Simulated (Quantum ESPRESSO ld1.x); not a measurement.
Results of a calculation; reference values are marked as such.
Task: Hg29+, 51 electrons, occupied as [Kr] 4d10 4f5. Code: ld1.x of Quantum ESPRESSO 7.5. Model: Dirac Kohn-Sham, PBE, spin-unpolarised, spherical densities, point nucleus; open shells are shared between the two j in proportion to 2j + 1. Some entries of the table are withheld. Estimate them.

orbital     occ.  eigenvalue (hartree)  <r^2> (bohr^2)  <1/r> (bohr^-1)
1s1/2          2                   (1)       0.0003806            97.68
2s1/2          2              -577.051        0.005738              (2)
2p1/2          2              -555.011        0.004054            23.98
2p3/2          4              -483.432        0.005241            19.41
3s1/2          2              -164.710         0.03703            8.846
3p1/2          2              -154.853         0.03372            8.752
3p3/2          4              -138.901         0.03998            7.564
3d3/2          4              -122.676             (3)            7.454
3d5/2          6              -119.261             (4)            7.186
4s1/2          2              -62.0779          0.1659            3.919
4p1/2          2              -57.8124          0.1663            3.825
4p3/2          4              -53.4819          0.1910            3.428
4d3/2          4              -46.5345             (5)              (6)
4d5/2          6              -45.6675             (7)              (8)
4f5/2    2.14286                   (9)          0.1794            2.961
4f7/2    2.85714                  (10)          0.1825            2.930

Result: 
(1) 1s1/2 eigenvalue (hartree): -3088.55
(2) 2s1/2 <1/r> (bohr^-1): 24.04
(3) 3d3/2 <r^2> (bohr^2): 0.03059
(4) 3d5/2 <r^2> (bohr^2): 0.03228
(5) 4d3/2 <r^2> (bohr^2): 0.1894
(6) 4d3/2 <1/r> (bohr^-1): 3.275
(7) 4d5/2 <r^2> (bohr^2): 0.1968
(8) 4d5/2 <1/r> (bohr^-1): 3.187
(9) 4f5/2 eigenvalue (hartree): -36.9271
(10) 4f7/2 eigenvalue (hartree): -36.7015
